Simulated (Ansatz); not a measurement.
```yaml
crystal:
  periodic: [false, false, false]
  atoms:
    - {symbol: Mo, position_ang: [-0.000146, 0.000122, 0.000651]}
    - {symbol: Cl, position_ang: [-0.028744, -0.015406, 2.308303]}
    - {symbol: Cl, position_ang: [0.032311, 0.018682, -2.307357]}
    - {symbol: Cl, position_ang: [2.307973, 0.014956, 0.025187]}
    - {symbol: Cl, position_ang: [-2.307673, -0.018601, -0.027589]}
    - {symbol: Cl, position_ang: [-0.019105, 2.308107, 0.011361]}
    - {symbol: Cl, position_ang: [0.015375, -2.307859, -0.010556]}
basis:
  gaussian: {orbitals: def2-TZVPD, initial_orbitals: start.molden}
total_charge: -1
magnetization: {spin_polarized: true, initial_magnetization: 1}
hamiltonian: {xc: {name: CAM-B3LYP}, dispersion: d4}
scf: {omitted_lower_state_checks: [starts]}
output: {orbitals: {seedname: orbitals}}
```

The file start.molden holds the orbitals of an earlier run on this structure, at another level or in another basis.

```sh
$ ansatz run in.yaml --threads 4 --pin off --events-out ev --progress --plain --max-ram 4787MiB
```

Problem. Does this run fit into the memory that it is given?

Solution. No. It has 316 basis functions, and Ansatz plans for 6 GiB where 5 GiB are given.
